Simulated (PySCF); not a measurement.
C5H16OSi2.
Atom-mapped SMILES: `[CH3:1][CH2:2][CH2:3][Si:4]([CH3:5])([CH3:6])[O:7][SiH3:8]` (hydrogens: H9, H10, H11 on C1; H12, H13 on C2; H14, H15 on C3; H16, H17, H18 on C5; H19, H20, H21 on C6; H22, H23, H24 on Si8)

The calculation used PBE0-D3(BJ)/def2-SVP geometry optimisation, gas phase (PySCF 2.14.0).

(1) Give the optimised bond lengths and angles.

## Answers

(1) 
```csv
bond,length (bohr),order
C1–C2,2.876,single
C2–C3,2.889,single
C3–Si4,3.559,single
"Si4–C5, Si4–C6",3.537,single
Si4–O7,3.168,single
O7–Si8,3.117,single
"C1–H9, C1–H10, C1–H11",2.082,single
"C2–H12, C2–H13",2.087,single
"C3–H14, C3–H15",2.090,single
C5–H16 and 5 like bonds,2.081,single
"Si8–H22, Si8–H23, Si8–H24",2.825,single
```

Bonds in one row agree within 0.02 bohr and their mean is given. Orders are formal, as drawn. A selection of angles:
```csv
angle,degrees
C2–C1–H9,111.1
H9–C1–H10,107.7
C1–C2–C3,113.5
C1–C2–H12,109.2
C3–C2–H12,109.5
H12–C2–H13,105.5
C2–C3–Si4,115.3
C2–C3–H14,109.8
Si4–C3–H14,107.8
H14–C3–H15,105.7
C3–Si4–C5,111.2
C3–Si4–O7,108.2
C5–Si4–C6,110.8
C5–Si4–O7,107.8
Si4–C5–H16,110.6
H16–C5–H17,108.0
Si4–O7–Si8,144.3
O7–Si8–H22,111.0
O7–Si8–H24,108.8
H22–Si8–H23,108.1
H22–Si8–H24,108.9
```

Dihedral angles: C1–C2–C3–Si4 180° (antiperiplanar); C2–C3–Si4–C5 63° (synclinal); C3–Si4–O7–Si8 -6° (synperiplanar). The mirror-image conformer, all signs reversed, is as good.

Si8 (oxygen-bound silicon) is tetrahedral (angles from 108.1° to 111.0°). Si4 (oxygen-bound silicon) is tetrahedral (angles from 107.6° to 111.2°). The O–Si distances run from 1.649 Å (O7–Si8, drawn single) to 1.676 Å (Si4–O7, drawn single), a spread of 0.027 Å.

Stationary, but not proved a minimum. The numbers are those of one conformer.

Hardware: an x86-64 server with one thread, no GPU (shared host). Cost: 6.4 min of wall time. That covers the optimisation of the geometry.
